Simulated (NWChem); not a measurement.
System: AlHF$_{2}$; SMILES [F][AlH][F]

Here is an NWChem input.

```
start job
memory heap 200 mb stack 900 mb global 1100 mb
geometry units angstroms noautosym nocenter noautoz
  Al     0.000000     0.000000    -0.414903
  H      0.000000     0.000000    -1.977522
  F     -1.414331     0.000000     0.443886
  F      1.414331     0.000000     0.443886
end
basis spherical
  Al library def2-tzvp
  H library def2-tzvp
  F library def2-tzvp
end
dft
  xc xpbe96 cpbe96
  iterations 150
end
property
  efieldgrad
end
task dft property
```

Structure relaxed at the PBE0/def2-SVP level.

Vzz is the largest principal value of the second derivative of the potential at the nucleus (NWChem prints the opposite sign); η is the asymmetry. Non-relativistic.

Atoms are numbered as in the input.

**Question.** Give the results of this calculation. (PBE/def2-TZVP.) Quantities: Vzz Al1 (a.u.); η Al1.

**Answer.** 
| Item | Result |
|---|---|
| Vzz Al1 (a.u.) | 1.133 |
| η Al1 | 0.25 |
